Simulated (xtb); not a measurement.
C2HCl3, triplet, geometry from GFN2-xTB (a higher spin typed on purpose: for a closed-shell molecule this is an excited state); xtb with GFN2-xTB.

Here is a job for xtb.
```
$ xtb mol.xyz --gfn 2 --chrg 0 --uhf 2 --json

# file mol.xyz
6

Cl     2.09141099     0.25449089     0.59949348
C      1.01747801    -0.42814838    -0.55146569
C     -0.38233112    -0.26504350    -0.44338425
Cl    -1.12195689     1.23301851    -0.87628124
Cl    -1.28150018    -1.18533211     0.70691994
H      1.49390213    -0.97786253    -1.34314731
```

The log (banner, timings and long lists left out):

```
   ID    Z sym.   atoms
    1   17 Cl     1, 4, 5
    2    6 C      2, 3
    3    1 H      6

           -------------------------------------------------
          |                Calculation Setup                |
           -------------------------------------------------

           -------------------------------------------------
          |                 G F N 2 - x T B                 |
           -------------------------------------------------

          ...................................................
          :                      SETUP                      :
          :.................................................:
          :  # basis functions                  39          :
          :  # atomic orbitals                  36          :
          :  # shells                           14          :
          :  # electrons                        30          :
          :  max. iterations                   250          :
          :  Hamiltonian                  GFN2-xTB          :
          :  restarted?                      false          :
          :  GBSA solvation                  false          :
          :  PC potential                    false          :
          :  electronic temp.          300.0000000     K    :
          :  accuracy                    1.0000000          :
          :  -> integral cutoff          0.2500000E+02      :
          :  -> integral neglect         0.1000000E-07      :
          :  -> SCF convergence          0.1000000E-05 Eh   :
          :  -> wf. convergence          0.1000000E-03 e    :
          :  Broyden damping             0.4000000          :
          :  net charge                          0          :
          :  unpaired electrons                  2          :
          ...................................................

 iter      E             dE          RMSdq      gap      omega  full diag
   1    -18.3603745 -0.183604E+02  0.403E+00    4.11       0.0  T
   2    -18.3677739 -0.739941E-02  0.225E+00    4.38       1.0  T
   3    -18.3673036  0.470271E-03  0.140E+00    4.17       1.0  T
   4    -18.3714093 -0.410562E-02  0.117E-01    4.28       1.0  T
   5    -18.3714159 -0.662952E-05  0.465E-02    4.28       1.0  T
   6    -18.3714188 -0.289063E-05  0.263E-02    4.28       1.6  T
   7    -18.3714196 -0.813865E-06  0.165E-02    4.28       2.5  T
   8    -18.3714199 -0.335839E-06  0.987E-03    4.28       4.1  T
   9    -18.3714203 -0.339012E-06  0.403E-03    4.28      10.1  T
[...]
         :: total energy             -18.305906090770 Eh    ::
[...]
        36                          0.3683468              10.0232
      -------------------------------------------------------------
                  HL-Gap            0.1574353 Eh            4.2840 eV
             Fermi-level           -0.3366710 Eh           -9.1613 eV

     #   Z          covCN         q      C6AA      α(0)
     1  17 Cl       0.917    -0.051   100.721    15.354
     2   6 C        2.853    -0.005    28.131     8.693
     3   6 C        2.788     0.099    25.788     8.318
     4  17 Cl       1.069    -0.070   101.341    15.401
     5  17 Cl       1.069    -0.070   101.341    15.401
     6   1 H        0.926     0.095     1.831     2.116

 Mol. C6AA /au·bohr⁶  :       1755.305896
 Mol. C8AA /au·bohr⁸  :      65213.584035
 Mol. α(0) /au        :         65.283825

Wiberg/Mayer (AO) data.
largest (>0.10) Wiberg bond orders for each atom

 ---------------------------------------------------------------------------
     #   Z sym  total        # sym  WBO       # sym  WBO       # sym  WBO
 ---------------------------------------------------------------------------
     1  17 Cl   1.320 --     2 C    1.185
     2   6 C    3.421 --     1 Cl   1.185     3 C    1.180     6 H    0.948
     3   6 C    3.445 --     2 C    1.180     5 Cl   1.097     4 Cl   1.097
     4  17 Cl   1.283 --     3 C    1.097
     5  17 Cl   1.283 --     3 C    1.097
     6   1 H    0.991 --     2 C    0.948
 ---------------------------------------------------------------------------

Topologies differ in total number of bonds
Writing topology from bond orders to xtbtopo.mol

molecular dipole:
                 x           y           z       tot (Debye)
 q only:        0.304      -0.252      -0.354
   full:        0.257      -0.134      -0.178       0.865
molecular quadrupole (traceless):
                xx          xy          yy          xz          yz          zz
 q only:       -0.670      -0.873      -0.181      -1.285       1.398       0.852
  q+dip:        0.128      -1.224      -0.574      -1.694       1.457       0.446
   full:       -0.493      -0.856      -0.107      -1.274       1.023       0.601

           -------------------------------------------------
          | TOTAL ENERGY              -18.305906090770 Eh   |
          | GRADIENT NORM               0.000027843096 Eh/α |
          | HOMO-LUMO GAP               4.284033900659 eV   |
           -------------------------------------------------

normal termination of xtb
```
